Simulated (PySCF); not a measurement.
Al(Cl)(Me)(OH) (CH4AlClO), SMILES [OH][Al]([Cl])[CH3].

Geometry: r2SCAN-D4/def2-SVP. One conformer was computed; it need not be the lowest.

Calculation: TDA-M06-2X/def2-SVPD in PySCF.

Vertical excitations.  State labels are in the subgroup Cs.

```csv
state,symmetry,energy (eV),λ (nm),f,main pairs
S1,A",7.18,173,0.007,HOMO→LUMO+1 95 %
S2,A',7.27,170,0.178,HOMO→LUMO 88 %
S3,A",7.56,164,0.004,HOMO−2→LUMO 79 %
S4,A',7.65,162,0.064,HOMO−1→LUMO 77 %
S5,A",7.71,161,0.000,HOMO−1→LUMO+1 93 %
S6,A',8.12,153,0.037,"HOMO−2→LUMO+1 67 %, HOMO−4→LUMO 13 %"
S7,A",8.21,151,0.123,HOMO−3→LUMO 70 %
S8,A',8.46,147,0.101,"HOMO−4→LUMO 59 %, HOMO−2→LUMO+1 15 %"
S9,A",8.51,146,0.006,HOMO−4→LUMO+1 92 %
S10,A',8.86,140,0.082,HOMO−3→LUMO+1 77 %
T1,A',6.62,187,0,HOMO→LUMO 77 %
T2,A",6.67,186,0,HOMO→LUMO+1 90 %
T3,A',7.27,171,0,"HOMO−1→LUMO 49 %, HOMO−2→LUMO+1 25 %"
T4,A",7.31,170,0,"HOMO−2→LUMO 65 %, HOMO−3→LUMO 11 %"
```
Triplets are in the Tamm–Dancoff approximation.
